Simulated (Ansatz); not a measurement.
Species: GeH3Se, charge 0, doublet. GeH3Se (SMILES [GeH2][SeH], doublet).
B3LYP-D3(BJ)/def2-TZVP minimum from Ansatz (a quantum-chemistry and plane-wave program):
```xyz
5

Ge    -1.1211    -0.3032     0.2831
Se     1.0957     0.3016    -0.3314
H     -1.2405    -0.2450     1.8329
H     -1.2534    -1.7750    -0.1927
H      1.1157     1.4675     0.5667
```
Charge 0, spin multiplicity 2.

Total energies in cc-pVDZ, 13 correlated electrons, 28 frozen orbitals. Radicals and triplets start from unrestricted determinants; spin-orbit coupling is neglected. Cores are frozen in correlated methods (noble-gas shells, and filled d and f shells in the p block). No relativity.

| method | program | energy (Eh) | minus CCSDTQ (mEh) |
|---|---|---|---|
| HF | Ansatz | -4476.88380 | 243.19 |
| MP2 | Ansatz | -4477.08364 | 43.35 |
| CCSD | Ansatz | -4477.11918 | 7.81 |
| CCSD(T) | Ansatz | -4477.12554 | 1.45 |
| CCSDT(Q) | Ansatz | -4477.12699 | 0.00 |
| CCSDTQ | Ansatz | -4477.12699 | 0.00 |

Rough core times of Ansatz's runs on a shared machine: CCSD(T) under 20 s, CCSDT(Q) 90 s, CCSDTQ 4 h.
